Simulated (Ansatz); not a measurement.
`[SiH3][NH][SnH2][SiH3]` + ethane → `C[CH2][SnH2][SiH3]` + `N[SiH3]`  (formal exchange of groups at the Sn–N bond)

Computed with Ansatz on PBE0-D4/def2-TZVP structures; ΔE is electronic, products minus reactants. CBS: MP2 limit from def2 TZ/QZ plus the TZ coupled-cluster correction, frozen cores. This one scheme is used for every species. Functionals use def2-TZVPP. B3LYP here is the variant with VWN-RPA as its local correlation; programs differ in this. Elements past krypton have def2 core potentials. For Sn outer-core shells are correlated without core-valence functions, which leaves a few kJ/mol of doubt a bond. One conformer a species, not always the lowest.

```tsv
level	ΔE (kJ/mol)	difference from CCSD(T)/CBS
B3LYP-D4	33.6	2.4
ωB97X-V	32.9	1.7
ωB97M-V	30.8	-0.4
PBE	24.6	-6.6
PBE0	26.4	-4.8
HF/def2-TZVPP	39.3	8.1
CCSD/def2-TZVPP	30.5	-0.7
HF/def2-QZVPP	40.4	9.2
MP2/def2-QZVPP	30.0	-1.2
CCSD/CBS(def2)	31.6	0.4
CCSD(T)/CBS	31.2	0
```

Largest T1 diagnostic among the species: 0.013.

The D4 term adds +3.7 kJ/mol with B3LYP and +2.0 kJ/mol with PBE0; it sums over pairs of atoms, weighted by their polarisabilities, and B3LYP, whose exchange is more repulsive, gets the larger term. In def2-TZVPP, CCSD(T) changes the Hartree–Fock value by −9.3 kJ/mol (the triples alone add −0.4 kJ/mol) and MP2 by −10.4 kJ/mol.
